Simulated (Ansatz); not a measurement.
```yaml
crystal:
  periodic: [false, false, false]
  atoms:
    - {symbol: N, position_ang: [-0.570890, 0.471216, 0.379441]}
    - {symbol: Ta, position_ang: [0.343787, -0.281378, -0.159816]}
    - {symbol: F, position_ang: [1.540766, 0.014635, 0.382405]}
    - {symbol: F, position_ang: [0.095377, -1.597924, -0.016640]}
    - {symbol: S, position_ang: [0.477150, 0.053923, -1.624441]}
    - {symbol: H, position_ang: [-0.700673, 0.383190, 1.007887]}
    - {symbol: H, position_ang: [-0.893326, 0.906474, 0.003379]}
basis:
  gaussian: {orbitals: x2c-TZVPPall}
hamiltonian: {xc: {name: PBEsol}, dispersion: d3bjatm}
accuracy: high
```

```sh
$ ansatz run in.yaml --threads 4 --pin off --events-out ev --progress --plain --max-ram 10444MiB
```

It prints (some lines left out):

```
Functional definition: PBEsol
  name "PBEsol"
  cite "Perdew et al., Phys. Rev. Lett. 100, 136406 (2008) doi:10.1103/PhysRevLett.100.136406"
  cite "Perdew, Burke & Ernzerhof, Phys. Rev. Lett. 77, 3865 (1996) doi:10.1103/PhysRevLett.77.3865"
  parent pbesol
  exchange = pbesol_x
  correlation = pbesol_c
4193 factors; integrals over basis functions are off by at most 6.0e-9 eV
mean field evaluation 1: about -442238.2675 eV, gradient 1.5e2 eV
mean field evaluation 2: about -442023.5264 eV, gradient 3.1e2 eV
mean field evaluation 4: about -442270.3422 eV, gradient 4.4e1 eV
mean field evaluation 8: about -442272.5625 eV, gradient 4.3e-1 eV
mean field evaluation 16: about -442272.5593 eV, gradient 5.0e-3 eV
mean field -442272.55926514 eV, -16253.2167698859 hartree, gradient 6.3e-8 eV, S^2 0.000000; 0 other end points of the search recorded, 0 dependent functions left out
reference -442272.55926996 eV, -16253.2167700632 hartree; 58, 58 occupied and 202, 202 virtual orbitals, 4193 factors
Total energy: -442272.63373366 eV, -16253.2195065536 hartree
Relativity: scalar
```

(1) Something in this input is off. What?

## Answers

(1) The geometry is squeezed to about two thirds of its size. Self-consistency was reached. The result belongs to that input, not to the molecule as meant.
